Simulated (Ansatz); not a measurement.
Cl₉GeHSi₃ (`Cl[Si](Cl)(Cl)[GeH]([Si](Cl)(Cl)Cl)[Si](Cl)(Cl)Cl`) at its PBE0-D4/def2-TZVP geometry, where that method's forces vanish. The species carries charge 0 and has multiplicity 1.

```xyz
14

Cl   -2.4207    2.7586   -0.0923
Si   -2.0724    0.7976    0.3322
Cl   -1.9469    0.5728    2.3499
Cl   -3.6385   -0.3063   -0.3574
Ge   -0.0531    0.0863   -0.6967
Si    1.7627    1.3847    0.1153
Cl    3.4987    0.7920   -0.7692
Cl    1.4572    3.3541   -0.3033
Cl    1.9403    1.1596    2.1290
Si    0.3262   -2.2106   -0.2252
Cl    2.0455   -2.8350   -1.1203
Cl   -1.2192   -3.3355   -0.9274
Cl    0.4882   -2.4947    1.7825
H    -0.1680    0.2764   -2.2171
```

What forces (eV/Å) does PBE-D4/def2-TZVPP give on these atoms in the Gaussian-basis code of Ansatz? (Best estimate.)

Ansatz gave: 
```
Cl1 -0.052  0.341 -0.077
Si2  0.170 -0.060 -0.087
Cl3  0.032 -0.043  0.344
Cl4 -0.266 -0.197 -0.125
Ge5  0.004 -0.007  0.055
Si6 -0.153 -0.110 -0.069
Cl7  0.297 -0.109 -0.158
Cl8 -0.062  0.340 -0.076
Cl9  0.021 -0.046  0.344
Si10-0.032  0.194 -0.041
Cl11 0.300 -0.100 -0.158
Cl12-0.273 -0.188 -0.124
Cl13 0.026 -0.037  0.345
H14 -0.013  0.021 -0.173
```
